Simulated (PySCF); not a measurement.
Compound: C6H13I.
Atom-mapped SMILES: `[CH3:1][CH2:2][CH2:3][CH2:4][CH2:5][CH2:6][I:7]` (hydrogens: H8, H9, H10 on C1; H11, H12 on C2; H13, H14 on C3; H15, H16 on C4; H17, H18 on C5; H19, H20 on C6)

Computed, not measured: PySCF 2.14.0, PBE0-D3(BJ)/def2-SVP geometry optimisation, gas phase, def2 core potentials past Kr.

Q: Give the optimised bond lengths and angles.

A: 
```json
{"bond": "C1–C2", "length (Å)": "1.520", "order": "single"}
{"bond": "C2–C3", "length (Å)": "1.523", "order": "single"}
{"bond": "C3–C4", "length (Å)": "1.523", "order": "single"}
{"bond": "C4–C5", "length (Å)": "1.526", "order": "single"}
{"bond": "C5–C6", "length (Å)": "1.512", "order": "single"}
{"bond": "C6–I7", "length (Å)": "2.163", "order": "single"}
{"bond": "C1–H8, C1–H9, C1–H10", "length (Å)": "1.101", "order": "single"}
{"bond": "C2–H11, C2–H12", "length (Å)": "1.104", "order": "single"}
{"bond": "C3–H13, C3–H14", "length (Å)": "1.105", "order": "single"}
{"bond": "C4–H15, C4–H16", "length (Å)": "1.105", "order": "single"}
{"bond": "C5–H17, C5–H18", "length (Å)": "1.103", "order": "single"}
{"bond": "C6–H19, C6–H20", "length (Å)": "1.098", "order": "single"}
```

Bonds in one row agree within 0.01 Å and their mean is given. Orders are formal, as drawn. A selection of angles:
```json
{"angle": "C2–C1–H8", "degrees": "111.3"}
{"angle": "H8–C1–H9", "degrees": "107.2"}
{"angle": "C1–C2–C3", "degrees": "113.4"}
{"angle": "C1–C2–H11", "degrees": "109.7"}
{"angle": "C3–C2–H11", "degrees": "109.1"}
{"angle": "H11–C2–H12", "degrees": "105.6"}
{"angle": "C2–C3–C4", "degrees": "113.6"}
{"angle": "C2–C3–H13", "degrees": "109.3"}
{"angle": "C4–C3–H13", "degrees": "109.3"}
{"angle": "H13–C3–H14", "degrees": "105.6"}
{"angle": "C3–C4–C5", "degrees": "113.2"}
{"angle": "C3–C4–H15", "degrees": "109.3"}
{"angle": "C5–C4–H15", "degrees": "109.4"}
{"angle": "H15–C4–H16", "degrees": "105.8"}
{"angle": "C4–C5–C6", "degrees": "111.7"}
{"angle": "C4–C5–H17", "degrees": "109.7"}
{"angle": "C6–C5–H17", "degrees": "109.7"}
{"angle": "H17–C5–H18", "degrees": "106.2"}
{"angle": "C5–C6–I7", "degrees": "112.8"}
{"angle": "C5–C6–H19", "degrees": "112.4"}
{"angle": "I7–C6–H19", "degrees": "104.9"}
{"angle": "H19–C6–H20", "degrees": "108.8"}
```

Torsions: C1–C2–C3–C4 180° (antiperiplanar); C2–C3–C4–C5 -179° (antiperiplanar); C3–C4–C5–C6 180° (antiperiplanar); C4–C5–C6–I7 -179° (antiperiplanar). The mirror-image conformer, all signs reversed, is as good.

The 7 heavy atoms lie in one plane (0.009 Å rms).

Point group: near Cs, missed by 0.11 Å at most; the miss may be what the optimiser left on a soft mode. PBE0-D3(BJ)/def2-SVP frequencies: not computed here. One conformer, not necessarily the lowest.

The run took 1.9 min on an Arm Neoverse N1 with one thread, shared host with 64 logical CPUs at a one-minute load of 57, and the process peaked at 0.69 GiB of memory. That covers the optimisation of the geometry.
